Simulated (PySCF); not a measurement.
PySCF job for C₄H₄N, SMILES C1=C[N]C=C1, multiplicity 2, B3LYP-D3(BJ)/def2-SVP. The structure is a stationary point at B3LYP-D3(BJ)/def2-SVP. The isomer is the one that the SMILES or the coordinates give; other isomers of the formula were not compared.

```python
import numpy as np
from pyscf import gto, scf, dft
from pyscf.hessian import thermo

mol = gto.M(
    atom='''
    C    -0.00000000   -0.68291866    0.98567254
    C     0.00000000   -1.06518109   -0.42785925
    N    -0.00000000   -0.00000005   -1.24629004
    C    -0.00000000    1.06518105   -0.42785934
    C     0.00000000    0.68291873    0.98567248
    H    -0.00000000   -1.35998268    1.83867443
    H    -0.00000000   -2.08470565   -0.82353843
    H     0.00000000    2.08470559   -0.82353861
    H     0.00000000    1.35998284    1.83867431
    ''',
    basis='def2-SVP',
    charge=0,
    spin=1,
    max_memory=1600,
    verbose=3,
)
mf = dft.UKS(mol, xc='b3lyp').density_fit(auxbasis='def2-universal-jkfit')
mf.disp = 'd3bj'
mf.grids.level = 3
mf.conv_tol = 1e-11
mf.max_cycle = 100
mf.kernel()
fine, coarse = mf.grids, dft.Grids(mol).set(level=1).build(with_non0tab=True)
for _ in range(3):  # follow internal instabilities
    mf.grids = coarse
    mo, _, stable, _ = mf.stability(return_status=True, nroots=4)
    mf.grids = fine
    if stable:
        break
    mf.kernel(mf.make_rdm1(mo, mf.mo_occ))

# [left out here: the lines that compute and print the analytic Hessian (its translational invariance restored by hand, since the grid's response is missing), thermochemistry and intensities]
```

It prints:

```

WARN: HOMO -0.232391190965083 >= LUMO -0.232391190965083

converged SCF energy = -209.369733874003  <S^2> = 0.76535324  2S+1 = 2.0152948
<class 'pyscf.df.df_jk.DFUKS'> wavefunction is stable in the internal stability analysis

WARN: DFTD3 does not support analytical Hessian, using finite difference


WARN: Mole.unit (angstrom) is changed to Bohr

Mode                                 0                   1                   2
Irrep
Freq [cm^-1]                      487.3398            548.2865            674.9255
Reduced mass [au]                   2.1306              2.1567              8.4256
Force const [Dyne/A]                0.2981              0.3820              2.2613
Char temp [K]                     701.1735            788.8622            971.0675
Normal mode                   x     y     z       x     y     z       x     y     z
       0   C                -0.14 -0.00  0.00    0.03  0.00 -0.00    0.00 -0.09  0.03
       1   C                 0.06  0.00  0.00   -0.09 -0.00 -0.00   -0.00  0.02  0.15
       2   N                 0.00  0.00  0.00    0.16 -0.00 -0.00    0.00  0.12 -0.00
       3   C                -0.06  0.00 -0.00   -0.09 -0.00  0.00   -0.00  0.02 -0.15
       4   C                 0.14 -0.00 -0.00    0.03  0.00  0.00   -0.00 -0.09 -0.03
       5   H                -0.25 -0.00  0.00    0.07  0.00  0.00    0.00 -0.09  0.03
       6   H                 0.39  0.00  0.00   -0.45 -0.00 -0.00   -0.00  0.05  0.10
       7   H                -0.39  0.00 -0.00   -0.45 -0.00  0.00    0.00  0.05 -0.10
       8   H                 0.25 -0.00 -0.00    0.07  0.00 -0.00    0.00 -0.09 -0.03
Mode                                 3                   4                   5
Irrep
Freq [cm^-1]                      716.3757            823.1651            850.4525
Reduced mass [au]                   1.1683              1.4861              1.7982
Force const [Dyne/A]                0.3532              0.5933              0.7663
Char temp [K]                    1030.7052           1184.3513           1223.6118
Normal mode                   x     y     z       x     y     z       x     y     z
       0   C                 0.06 -0.00  0.00   -0.01  0.00 -0.00    0.06 -0.00  0.00
       1   C                 0.04  0.00  0.00    0.12 -0.00 -0.00   -0.12  0.00  0.00
       2   N                -0.05  0.00 -0.00    0.00 -0.00  0.00    0.06  0.00 -0.00
       3   C                 0.04  0.00 -0.00   -0.12 -0.00  0.00   -0.12 -0.00 -0.00
       4   C                 0.06 -0.00 -0.00    0.01  0.00 -0.00    0.06 -0.00  0.00
       5   H                -0.60 -0.00  0.00   -0.32  0.00  0.00   -0.23 -0.00  0.00
       6   H                -0.24  0.00  0.00   -0.47 -0.00 -0.00    0.45  0.00  0.00
       7   H                -0.24  0.00 -0.00    0.47 -0.00  0.00    0.45 -0.00  0.00
       8   H                -0.60 -0.00 -0.00    0.32  0.00  0.00   -0.23  0.00 -0.00
Mode                                 6                   7                   8
Irrep
Freq [cm^-1]                      884.9682            930.6650            934.0908
Reduced mass [au]                   4.4948              1.4238              2.0206
Force const [Dyne/A]                2.0740              0.7266              1.0388
Char temp [K]                    1273.2721           1339.0197           1343.9487
Normal mode                   x     y     z       x     y     z       x     y     z
       0   C                 0.00 -0.00 -0.08   -0.11  0.00 -0.00   -0.00 -0.04  0.13
       1   C                -0.00 -0.11 -0.01    0.04  0.00  0.00    0.00  0.00 -0.05
       2   N                 0.00  0.00  0.17   -0.00 -0.00 -0.00   -0.00  0.03  0.00
       3   C                -0.00  0.11 -0.01   -0.04 -0.00 -0.00   -0.00  0.00  0.05
       4   C                 0.00  0.00 -0.08    0.11  0.00  0.00    0.00 -0.04 -0.13
       5   H                 0.00  0.20  0.08    0.54 -0.00 -0.00    0.00  0.21  0.34
       6   H                 0.00 -0.05 -0.17   -0.20 -0.00  0.00   -0.00  0.08 -0.24
       7   H                 0.00  0.05 -0.17    0.20 -0.00 -0.00    0.00  0.08  0.24
       8   H                -0.00 -0.20  0.08   -0.54 -0.00  0.00   -0.00  0.21 -0.34
Mode                                 9                  10                  11
Irrep
Freq [cm^-1]                     1040.4318           1088.2437           1095.0601
Reduced mass [au]                   1.5535              1.5025              4.5508
Force const [Dyne/A]                0.9908              1.0484              3.2152
Char temp [K]                    1496.9498           1565.7405           1575.5477
Normal mode                   x     y     z       x     y     z       x     y     z
       0   C                -0.00  0.02  0.09   -0.00 -0.05  0.08    0.00  0.04 -0.05
       1   C                 0.00 -0.02 -0.06    0.00 -0.01 -0.07   -0.00 -0.14  0.00
       2   N                 0.00 -0.00 -0.08   -0.00  0.00  0.06   -0.00  0.15 -0.00
       3   C                -0.00  0.02 -0.06   -0.00  0.01 -0.07    0.00 -0.14 -0.00
       4   C                 0.00 -0.02  0.09    0.00  0.05  0.08   -0.00  0.04  0.05
       5   H                 0.00  0.36  0.37    0.00 -0.34 -0.14   -0.00  0.23  0.09
       6   H                -0.00  0.02 -0.19   -0.00  0.12 -0.41    0.00 -0.11 -0.07
       7   H                 0.00 -0.02 -0.19    0.00 -0.12 -0.41   -0.00 -0.11  0.07
       8   H                -0.00 -0.36  0.37    0.00  0.34 -0.14    0.00  0.23 -0.09
Mode                                12                  13                  14
Irrep
Freq [cm^-1]                     1214.9121           1288.3114           1356.0570
Reduced mass [au]                   2.4849              1.2256              2.0078
Force const [Dyne/A]                2.1610              1.1985              2.1754
Char temp [K]                    1747.9880           1853.5933           1951.0642
Normal mode                   x     y     z       x     y     z       x     y     z
       0   C                 0.00 -0.03  0.05    0.00  0.05  0.02   -0.00  0.05  0.11
       1   C                -0.00 -0.14 -0.03   -0.00 -0.03  0.06    0.00 -0.05 -0.05
       2   N                 0.00  0.00 -0.07    0.00 -0.03 -0.00   -0.00  0.07  0.00
       3   C                -0.00  0.14 -0.03   -0.00 -0.03 -0.06    0.00 -0.05  0.05
       4   C                -0.00  0.03  0.05    0.00  0.05 -0.02    0.00  0.05 -0.11
       5   H                -0.00 -0.17 -0.05   -0.00 -0.20 -0.18    0.00 -0.36 -0.20
       6   H                -0.00 -0.27  0.26    0.00  0.20 -0.54   -0.00 -0.15  0.18
       7   H                 0.00  0.27  0.26    0.00  0.20  0.54   -0.00 -0.15 -0.18
       8   H                 0.00  0.17 -0.05   -0.00 -0.20  0.18   -0.00 -0.36  0.20
Mode                                15                  16                  17
Irrep
Freq [cm^-1]                     1450.6756           1573.7836           3193.2275
Reduced mass [au]                   3.9578              4.2441              1.0903
Force const [Dyne/A]                4.9073              6.1933              6.5504
Char temp [K]                    2087.1993           2264.3242           4594.3434
Normal mode                   x     y     z       x     y     z       x     y     z
       0   C                 0.00 -0.09 -0.04    0.00  0.17  0.01    0.00 -0.01  0.01
       1   C                -0.00 -0.05  0.12   -0.00 -0.05  0.05   -0.00  0.05  0.02
       2   N                 0.00  0.00 -0.11    0.00  0.00 -0.04    0.00 -0.00 -0.00
       3   C                 0.00  0.05  0.12    0.00  0.05  0.05   -0.00  0.05 -0.02
       4   C                -0.00  0.09 -0.04   -0.00 -0.17  0.01   -0.00 -0.01 -0.01
       5   H                 0.00  0.00  0.04   -0.00 -0.06 -0.20   -0.00  0.07 -0.08
       6   H                 0.00  0.11 -0.28    0.00  0.04 -0.19   -0.00 -0.62 -0.24
       7   H                -0.00 -0.11 -0.28    0.00 -0.04 -0.19    0.00 -0.62  0.24
       8   H                -0.00 -0.00  0.04    0.00  0.06 -0.20   -0.00  0.07  0.08
Mode                                18                  19                  20
Irrep
Freq [cm^-1]                     3197.4256           3233.6191           3252.5804
Reduced mass [au]                   1.0968              1.0906              1.1083
Force const [Dyne/A]                6.6066              6.7189              6.9083
Char temp [K]                    4600.3835           4652.4580           4679.7391
Normal mode                   x     y     z       x     y     z       x     y     z
       0   C                 0.00  0.01 -0.00    0.00 -0.03  0.05   -0.00  0.04 -0.05
       1   C                -0.00 -0.06 -0.02   -0.00 -0.01 -0.01   -0.00  0.01  0.01
       2   N                 0.00  0.00 -0.00   -0.00  0.00 -0.00    0.00  0.00  0.00
       3   C                -0.00  0.06 -0.02    0.00 -0.01  0.01    0.00 -0.01  0.01
       4   C                -0.00 -0.01 -0.00   -0.00 -0.03 -0.05   -0.00 -0.04 -0.05
       5   H                 0.00 -0.06  0.07   -0.00  0.41 -0.52    0.00 -0.41  0.52
       6   H                 0.00  0.62  0.24   -0.00  0.10  0.04   -0.00 -0.08 -0.03
       7   H                 0.00 -0.62  0.24   -0.00  0.10 -0.04   -0.00  0.08 -0.03
       8   H                -0.00  0.06  0.07    0.00  0.41  0.52    0.00  0.41  0.52
temperature 298.1500 [K]
pressure 101325.00 [Pa]
Rotational constants [GHz] 9.91928 8.77181 4.65516
Symmetry number 2
Zero-point energy (ZPE) 0.06797 [Eh]   178450.520 [J/mol]
                           tot       elec      trans        rot        vib
Entropy [J/mol/K]       274.502      5.763    161.014     95.439     12.286
Cv [J/mol/K]             59.445      0.000     12.472     12.472     34.502
Cp [J/mol/K]             67.760      0.000     20.786     12.472     34.502
Internal energy [J/mol]                      3718.434   3718.434 181266.566
Internal energy [Eh]   -209.29786  -209.36973
Enthalpy [J/mol]                             6197.391   3718.434 181266.566
Enthalpy [Eh]          -209.29692
Gibbs free energy [J/mol]                  -41808.805 -24736.712 177603.538
Gibbs free energy [Eh] -209.32809
mode   freq/cm-1   IR/(km/mol)
   1      487.34         0.000
   2      548.29        18.434
   3      674.93         3.362
   4      716.38        48.934
   5      823.17         0.000
   6      850.45         1.214
   7      884.97        12.546
   8      930.66         0.000
   9      934.09         0.023
  10     1040.43         0.255
  11     1088.24        40.360
  12     1095.06         7.638
  13     1214.91         2.281
  14     1288.31         0.005
  15     1356.06        50.608
  16     1450.68        26.245
  17     1573.78         0.592
  18     3193.23        17.129
  19     3197.43         1.487
  20     3233.62         2.847
  21     3252.58         0.759
max |gradient| / (hartree/bohr): 2.1639085814532727e-05
APT charges: [-0.1404  0.2797 -0.4874  0.2797 -0.1404  0.0692  0.0352  0.0352  0.0692]
```

The run converged.

Cost: roughly 5 core-minutes.
